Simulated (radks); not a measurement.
Results of a calculation; reference values are marked as such.
Excited configurations of Zn IV: one electron is placed in a higher orbital outside [Ar] 3d8. The ground configuration is [Ar] 3d9. Level of theory: scalar-relativistic Kohn-Sham, r2SCAN, spin-polarised, spherical densities, finite nucleus; open shells are filled with parallel spins first; meta-GGA in the generalised Kohn-Sham scheme; Fermi nuclear charge, rms radius 3.9283 fm (a radial shooting solver on a logarithmic mesh with Libxc functionals). Excitation = E - E(ground); binding = E(ion) - E, where the ion is the core of charge +4; n* = 4/sqrt(2 binding) in atomic units, and the quantum defect is n - n*.

outer orbital,excitation (eV),binding (eV),n*,quantum defect,eigenvalue (eV),<r> (bohr)
4s,16.649,44.181,2.220,1.780,-39.594,1.934
4p,26.516,34.315,2.519,1.481,-30.213,2.230
4d,39.201,21.630,3.172,0.828,-18.605,3.068
5s,39.905,20.926,3.225,1.775,-18.818,3.992
5f,51.909,8.922,4.940,0.060,-7.797,7.649
6d,52.590,8.241,5.140,0.860,-7.345,9.292
6f,54.575,6.256,5.899,0.101,-5.541,11.65
7d,55.017,5.814,6.119,0.881,-5.218,13.51

The Delta-SCF ionisation energy is 60.831 eV (NIST Atomic Spectra Database: 59.57 eV, measured). Self-interaction in the functional shifts the binding energies and quantum defects, so they are the method's values and not measured ones. Open shells are spherical and high-spin; term and fine-structure splittings are not resolved.
